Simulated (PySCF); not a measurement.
# Static response to an electric field

C6H8NOP.
Atom-mapped SMILES: `[CH:1]#[C:2][CH2:3][P:4]([CH2:5][OH:6])[CH2:7][C:8]#[N:9]` (hydrogens: H10 on C1; H11, H12 on C3; H13, H14 on C5; H15 on O6; H16, H17 on C7)

Structure used (GFN2-xTB), in Å, numbered top down from 1:
```xyz
17
C6H8NOP angstrom
C      2.566   -1.914   -1.287
C      2.037   -1.207   -0.478
C      1.359   -0.361    0.473
P      0.114    0.734   -0.394
C     -0.805    1.301    1.144
O     -0.001    2.179    1.892
C     -1.083   -0.630   -0.889
C     -2.318   -0.051   -1.326
N     -3.299    0.434   -1.657
H      3.051   -2.534   -1.980
H      2.079    0.301    0.964
H      0.862   -0.968    1.238
H     -1.028    0.454    1.802
H     -1.752    1.769    0.842
H      0.108    3.002    1.404
H     -1.270   -1.306   -0.047
H     -0.628   -1.191   -1.710
```

Level: PBE0/def2-SVPD (PySCF), static field, nuclei fixed, core orbitals frozen in the response. The polarisability tensor in these axes (au):

```
x   117.12 -16.91   1.06
y   -16.91  99.78  14.87
z     1.06  14.87  95.51
```

Q: Diagonalise the tensor; give its mean and Δα, where Δα² is half the sum of the squared differences of the eigenvalues.

A: Principal values 78.52, 104.83 and 129.06 au; mean 104.14 au = 15.43 Å³ = 17.17 × 10⁻⁴⁰ C²·m²/J; Δα = 43.78 au (42 % of the mean).

Q: What is the dipole moment, and where does it point?

A: (2.52, -1.23, 1.26) D, 3.07 D in size, pointing from the negative to the positive side. Measured along this direction, the outermost atoms are N9 at the negative end and H10 at the positive end.

Q: What are the principal values of the traceless quadrupole moment, Θ = ½Σq(3rr − r²1), about the centre of nuclear charge?

A: -21.82, 5.42, 16.40 D·Å. The values depend on the origin, since the dipole doesn't vanish. The electronic extent ⟨r²⟩ about the same centre is 1661 bohr², a root-mean-square distance of 2.51 Å for the 74 electrons.

Q: What depolarisation ratio follows for Rayleigh scattering of linearly polarised light, taking the static tensor?

A: ρ = 3Δα²/(45ᾱ² + 4Δα²) = 5750.6/(488022 + 7667.5) = 0.0116.

Q: Find the Langevin capture rate constant for O2+ (31.990 u) meeting this molecule (141.034 u), k = 2.342 × 10⁻⁹ cm³/s × √(α in Å³ / reduced mass in u).

A: The reduced mass is 26.08 u, so k = 1.80 × 10⁻⁹ cm³/s. The formula leaves out the permanent dipole, which adds to the capture rate.

Q: Molar refractivity from α?

A: Lorentz–Lorenz: R = (4π/3)N_A α = 2.5225 cm³/(mol·Å³) × 15.43 Å³ = 38.9 cm³/mol, in the limit of long wavelengths.

The structure is a single GFN2-xTB conformer in the gas phase; no vibrational or solvent corrections.
